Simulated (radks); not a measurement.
Values are calculated unless marked as measured or tabulated.
Spherical quantum dot in the effective-mass picture: electrons in a hard-walled sphere of radius 5.3, with a point charge +1 (a donor) at the centre, all in effective atomic units (hartree* = m*/eps^2 hartree, bohr* = eps/m* bohr), one dielectric constant everywhere. Level of theory: non-relativistic Kohn-Sham, LDA (Slater exchange, Perdew-Wang correlation), spin-polarised, spherical densities (a radial shooting solver with Libxc functionals). Levels are named by radial order and angular momentum (1s, 1p, 1d, 2s, ...), and open shells are averaged over m.

N = 2, configuration 1s2. This is the lowest configuration that the search found. Occupied and some empty levels:

| level | occupation | eigenvalue (hartree*) | <r> (bohr*) |
|---|---|---|---|
| 1s | 2 | 0.17798 | 1.920 |
| 1p | 0 | 0.47829 | 3.064 |
| 2s | 0 | 0.61523 | 2.748 |
| 1d | 0 | 0.72103 | 3.413 |

Energy (hartree*): total -0.453193, kinetic 0.63530, external -1.5536, Hartree 0.95926, exchange-correlation -0.49419. Static polarisability (adiabatic kernel): 16.00 bohr*^3.

Electron density:

| r (bohr*) | n(r) (e/bohr*^3) |
|---|---|
| 0.220 | 0.2382 |
| 0.487 | 0.1433 |
| 0.754 | 0.08867 |
| 1.02 | 0.05655 |
| 1.29 | 0.03706 |
| 1.56 | 0.02484 |
| 1.82 | 0.01700 |
| 2.09 | 0.01180 |
| 2.36 | 0.008253 |
| 2.62 | 0.005782 |
| 2.89 | 0.004030 |
| 3.16 | 0.002772 |
| 3.42 | 0.001865 |
| 3.69 | 0.001213 |
| 3.96 | 0.0007496 |
| 4.23 | 0.0004290 |
| 4.49 | 0.0002168 |
| 4.76 | 0.00008671 |
| 5.03 | 0.00001990 |
| 5.29 | 3.875e-08 |
